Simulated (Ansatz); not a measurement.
System: BBr$_{2}$, net charge 1, singlet state. 
Geometry from a B3LYP-D3(BJ)/def2-TZVP (Ansatz, an electronic-structure program) optimisation:
```
B
Br 1 1.7665
Br 1 1.7665 2 180.00
```
Charge +1, spin multiplicity 1.

Basis-set convergence of Hartree-Fock and CCSD correlation energies (hartree) with Ansatz. Valence correlation only, unless marked. No spin-orbit coupling. Frozen are the shells of the preceding noble gas and the d and f shells that filled before the atom's block. No relativistic terms.

```tsv
basis	functions	E(HF)	E(corr, CCSD)
aug-cc-pVDZ	95	-5169.21072	-0.33029
aug-cc-pVTZ	164	?	?
```

**Question.** Some entries are withheld; supply them.

**Answer.** 
- aug-cc-pVTZ, E(HF): -5169.36723
- aug-cc-pVTZ, E(corr, CCSD): -0.42636
